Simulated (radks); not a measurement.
Values are calculated unless marked as measured or tabulated.
Ionisation of Ta42+, [Ar] 3d10 4s2 4p1, to Ta43+, [Ar] 3d10 4s2, under several functionals. Scalar-relativistic Kohn-Sham, spin-polarised, spherical densities, finite nucleus; open shells are filled with parallel spins first (spin-orbit coupling, left out, can overturn this in heavy ions); a radial shooting solver on a logarithmic mesh with Libxc functionals.

functional                                        E(Ta42+) (hartree)  Exc (hartree)  IE (eV)  -e(HOMO) (eV)  <r> HOMO (bohr)  IE error (eV)
BP86                                                     -14448.8902      -240.5530   2052.1         2026.9           0.4119          -60.9
r2SCAN                                                   -14448.9217      -239.4387   2050.3         2026.3           0.4124          -62.7
XLYP                                                     -14449.1893      -240.8432   2052.6         2027.3           0.4121          -60.4
PBEsol                                                   -14442.5884      -234.2558   2051.7         2026.6           0.4120          -61.3
PBE                                                      -14447.1882      -238.8519   2051.8         2026.6           0.4121          -61.2
RPBE                                                     -14447.8293      -239.4996   2051.2         2026.2           0.4121          -61.8
LDA (Slater exchange, VWN5 correlation)                  -14437.4378      -229.1062   2052.8         2027.3           0.4118          -60.2
LDA (Slater exchange, Perdew-Zunger correlation)         -14437.4362      -229.1048   2052.8         2027.2           0.4118          -60.2
MS2 meta-GGA                                             -14447.1626      -238.3089   2050.6         2026.0           0.4125          -62.4

NIST Atomic Spectra Database: 2113 eV (theoretical). Closest: LDA (Slater exchange, VWN5 correlation). The Delta-SCF values span 2.49 eV, the total energies 11.75 hartree. The highest occupied level is 4p. Open shells are spherical and high-spin; term and fine-structure splittings are not resolved. Spin-orbit splitting is averaged out at the scalar-relativistic level.
